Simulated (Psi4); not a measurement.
Br3Hf, quartet, at a GFN2-xTB geometry of the parent state (such geometries of metal compounds can be far from the true shape) (the multiplicity is a formal guess) (core potentials on Hf); SVWN/def2-SVP in Psi4.

The Psi4 input:
```
memory 2 GB

molecule {
0 4
Hf   -0.01125873    0.01088523    0.02408226
Br   -1.91584770   -1.50559707   -0.23864416
Br   -0.04527289    2.21354387   -1.04518892
Br    1.98428140   -0.73033928    1.23429245
}

set {
  basis def2-svp
  reference uks
}

energy('svwn')
print_variables()
```

Task: Predict the main parts of the log of this Psi4 run.

Result: 
```
   => Loading Basis Set <=

    Name: DEF2-SVP
    Role: ORBITAL
    Keyword: BASIS

    !!!  WARNING: ECP capability is in beta. Please check occupations closely.  !!!

         ---------------------------------------------------------
                                   SCF
               by Justin Turney, Rob Parrish, Andy Simmonett
                          and Daniel G. A. Smith
                              UKS Reference
         ---------------------------------------------------------

  ==> Geometry <==

    Molecular point group: c1
    Full point group: C1

    Geometry (in Angstrom), charge = 0, multiplicity = 4:

       Center              X                  Y                   Z               Mass
    ------------   -----------------  -----------------  -----------------  -----------------
         HF          -0.010783192850     0.010425470839     0.023065091745   179.946557000000
         BR          -1.915372162850    -1.506056829161    -0.239661328255    78.918337600000
         BR          -0.044797352850     2.213084110839    -1.046206088255    78.918337600000
         BR           1.984756937150    -0.730799039161     1.233275281745    78.918337600000

  Running in c1 symmetry.

  Rotational constants: A =      0.02375  B =      0.02375  C =      0.01188 [cm^-1]
  Rotational constants: A =    712.02435  B =    712.02435  C =    356.13247 [MHz]
  Nuclear repulsion =  730.902311502203247

  Charge       = 0
  Multiplicity = 4
  Electrons    = 117
  Nalpha       = 60
  Nbeta        = 57

  ==> Algorithm <==

  SCF Algorithm Type is DF.
  DIIS enabled.
  MOM disabled.
  Fractional occupation disabled.
  Guess Type is SAD.
  Energy threshold   = 1.00e-06
  Density threshold  = 1.00e-06
  Integral threshold = 1.00e-12

  ==> Primary Basis <==

  Basis Set: DEF2-SVP
    Blend: DEF2-SVP
    Number of shells: 48
    Number of basis functions: 128
    Number of Cartesian functions: 142
    Spherical Harmonics?: true
    Max angular momentum: 3

  Core potential: DEF2-SVP
    Number of shells: 4
    Number of ECP primitives: 10
    Number of ECP core electrons: 60
    Max angular momentum: 3

  ==> DFT Potential <==

   => LibXC <=

    Version 7.1.2
    S. Lehtola, C. Steigemann, M. J. T. Oliveira, and M. A. L. Marques,  SoftwareX 7, 1–5 (2018) (10.1016/j.softx.2017.11.002)

   => Composite Functional: SVWN <=

    Slater exchange
    Vosko, Wilk & Nusair (VWN5_RPA)
    P. A. M. Dirac,  Math. Proc. Cambridge Philos. Soc. 26, 376 (1930) (10.1017/S0305004100016108)
    F. Bloch,  Z. Phys. 57, 545 (1929) (10.1007/BF01340281)
    S. H. Vosko, L. Wilk, and M. Nusair,  Can. J. Phys. 58, 1200 (1980) (10.1139/p80-159)

    Deriv               =              1
    GGA                 =          FALSE
    Meta                =          FALSE

    Exchange Hybrid     =          FALSE
    MP2 Hybrid          =          FALSE

   => Exchange Functionals <=

    1.0000         XC_LDA_X

   => Correlation Functionals <=

    1.0000   XC_LDA_C_VWN_RPA

   => LibXC Density Thresholds  <==

    XC_LDA_C_VWN_RPA:  1.00E-15
    XC_LDA_X:  1.00E-15

   => Molecular Quadrature <=

    Radial Scheme          =       TREUTLER
    Pruning Scheme         =           NONE
    Nuclear Scheme         =       TREUTLER

    Blocking Scheme        =         OCTREE
    BS radius alpha        =              1
    Pruning alpha          =              1
    Radial Points          =             75
    Spherical Points       =            302
    Total Points           =          86766
    Total Blocks           =            767
    Max Points             =            256
    Max Functions          =             99
    Weights Tolerance      =       1.00E-15

   => Loading Basis Set <=

    Name: (DEF2-SVP AUX)
    Role: JKFIT
    Keyword: DF_BASIS_SCF

  ==> Integral Setup <==

  SCF_SUBTYPE=INCORE selected. In-core MEM_DF algorithm will be used.
  Using in-core AOs.

  ==> MemDFJK: Density-Fitted J/K Matrices <==

    J tasked:                   Yes
[...]
   @DF-UKS iter  70: -7761.24147962389725   -1.76949e-03   3.05921e-04 ADIIS/DIIS
   @DF-UKS iter  71: -7761.24062047422103    8.59150e-04   3.46829e-04 ADIIS/DIIS
   @DF-UKS iter  72: -7761.24117891772585   -5.58444e-04   3.28895e-04 ADIIS/DIIS
   @DF-UKS iter  73: -7761.24089063294468    2.88285e-04   3.37519e-04 ADIIS/DIIS
   @DF-UKS iter  74: -7761.23982068780515    1.06995e-03   3.78282e-04 ADIIS/DIIS
   @DF-UKS iter  75: -7761.24099566024961   -1.17497e-03   3.14217e-04 ADIIS/DIIS
   @DF-UKS iter  76: -7761.24134662752749   -3.50967e-04   3.29324e-04 ADIIS/DIIS
   @DF-UKS iter  77: -7761.24147965371412   -1.33026e-04   3.17010e-04 ADIIS/DIIS
   @DF-UKS iter  78: -7761.24026117240737    1.21848e-03   3.64807e-04 ADIIS/DIIS
   @DF-UKS iter  79: -7761.24160608526654   -1.34491e-03   3.08358e-04 ADIIS/DIIS
   @DF-UKS iter  80: -7761.24163729572956   -3.12105e-05   3.06008e-04 ADIIS/DIIS
   @DF-UKS iter  81: -7761.24185253645464   -2.15241e-04   3.01966e-04 ADIIS/DIIS
   @DF-UKS iter  82: -7761.23579493857778    6.05760e-03   4.90440e-04 ADIIS/DIIS
   @DF-UKS iter  83: -7761.24193886070952   -6.14392e-03   2.91218e-04 ADIIS/DIIS
   @DF-UKS iter  84: -7761.23886676749316    3.07209e-03   4.02964e-04 ADIIS/DIIS
   @DF-UKS iter  85: -7761.24178083490551   -2.91407e-03   3.02431e-04 ADIIS/DIIS
   @DF-UKS iter  86: -7761.23906921805246    2.71162e-03   3.69549e-04 ADIIS/DIIS
   @DF-UKS iter  87: -7761.24059872927864   -1.52951e-03   3.79263e-04 ADIIS/DIIS
   @DF-UKS iter  88: -7761.24048949161988    1.09238e-04   3.86011e-04 ADIIS/DIIS
   @DF-UKS iter  89: -7761.24126878209790   -7.79290e-04   3.25874e-04 ADIIS/DIIS
   @DF-UKS iter  90: -7761.24174730918639   -4.78527e-04   2.94767e-04 ADIIS/DIIS
   @DF-UKS iter  91: -7761.24182112985909   -7.38207e-05   2.96328e-04 ADIIS/DIIS
   @DF-UKS iter  92: -7761.24187715909193   -5.60292e-05   2.93470e-04 ADIIS/DIIS
   @DF-UKS iter  93: -7761.24153377704533    3.43382e-04   3.17656e-04 ADIIS/DIIS
   @DF-UKS iter  94: -7761.24145468066035    7.90964e-05   3.23207e-04 ADIIS/DIIS
   @DF-UKS iter  95: -7761.24136990247916    8.47782e-05   3.26290e-04 ADIIS/DIIS
   @DF-UKS iter  96: -7761.24131810003928    5.18024e-05   3.27389e-04 ADIIS/DIIS
   @DF-UKS iter  97: -7761.23453301455993    6.78509e-03   5.26395e-04 ADIIS/DIIS
   @DF-UKS iter  98: -7761.24069423953915   -6.16122e-03   3.60794e-04 ADIIS/DIIS
   @DF-UKS iter  99: -7761.24202788288039   -1.33364e-03   2.82100e-04 ADIIS/DIIS
   @DF-UKS iter 100: -7761.24197750833446    5.03745e-05   2.84795e-04 ADIIS/DIIS

PsiException: Could not converge SCF iterations in 100 iterations.

  Failed to converge.

Traceback (most recent call last):
  File "psi4", line 375, in <module>
  File "<string>", line 25, in <module>
  File "site-packages/psi4/driver/driver.py", line 533, in energy
  File "site-packages/psi4/driver/procrouting/proc.py", line 2760, in run_scf
  File "site-packages/psi4/driver/procrouting/proc.py", line 2047, in scf_helper
  File "site-packages/psi4/driver/procrouting/scf_proc/scf_iterator.py", line 93, in scf_compute_energy
  File "site-packages/psi4/driver/procrouting/scf_proc/scf_iterator.py", line 86, in scf_compute_energy
  File "site-packages/psi4/driver/procrouting/scf_proc/scf_iterator.py", line 609, in scf_iterate

psi4.driver.p4util.exceptions.SCFConvergenceError: Could not converge SCF iterations in 100 iterations.

Printing out the relevant lines from the Psithon --> Python processed input file:
    Br    1.98428140   -0.73033928    1.23429245
    """)
    core.IO.set_default_namespace("")
    core.set_global_option("BASIS", "def2-svp")
    core.set_global_option("REFERENCE", "uks")
--> energy('svwn')
    print_variables()

!-------------------------------------------------------!
!                                                       !
!  Could not converge SCF iterations in 100 iterations. !
!                                                       !
!-------------------------------------------------------!
```

The run did not converge; its last values are not results.
